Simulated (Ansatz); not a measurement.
A structure relaxed at PBE0-D4/def2-TZVP, charge 0, multiplicity 1:

| atom | x (Å) | y (Å) | z (Å) |
| --- | --- | --- | --- |
| F1 | -2.385 | 0.037 | -2.986 |
| In2 | -1.184 | 0.019 | -1.485 |
| O3 | 0.516 | -0.921 | -1.675 |
| Si4 | 1.759 | -1.258 | -0.661 |
| O5 | -1.733 | 0.942 | 0.145 |
| Si6 | -1.019 | 1.247 | 1.588 |
| H7 | 1.262 | -1.513 | 0.722 |
| H8 | 2.719 | -0.122 | -0.606 |
| H9 | 2.459 | -2.470 | -1.157 |
| H10 | 0.450 | 1.449 | 1.423 |
| H11 | -1.227 | 0.112 | 2.529 |
| H12 | -1.617 | 2.478 | 2.162 |

Task: Give its formula and SMILES.

Result: FH6InO2Si2, `[F][In]([O][SiH3])[O][SiH3]`.

Task: Point group (tolerance 0.08 Å, 0.16 Å for H)?

Result: C2.

Task: Summarise the bond lengths by kind.

Result: 1 × F–In 1.923 Å; 2 × In–O 1.952 Å; 2 × O–Si 1.639 Å; 6 × H–Si 1.485 to 1.492 Å.

All numbers were calculated with Ansatz.
